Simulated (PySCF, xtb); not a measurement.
Se(SMe)(SiH3) (CH6SSeSi), SMILES [SiH3][Se]SC. One conformer was computed; it need not be the lowest.

Harmonic wavenumbers (cm⁻¹) from GFN2-xTB run with xtb at its own minimum, in rising order: 53, 70, 102, 136, 189, 351, 384, 503, 514, 700, 727, 747, 774, 935, 940, 1310, 1444, 1446, 2267, 2309, 2341, 3025, 3034, 3054.

Problem. What does PBE-D3(BJ)/def2-SVP run with PySCF 2.14.0 give at its own minimum? (Estimate from the structure and the level; the computed values follow.)

Solution. 76, 105, 156, 177, 209, 367, 383, 564, 569, 683, 866, 891, 907, 926, 931, 1272, 1377, 1400, 2149, 2165, 2180, 2969, 3078, 3092. Paired by order, the mean absolute difference is 61 cm⁻¹ and the zero-point energies are 39.1 and 39.3 kcal/mol.
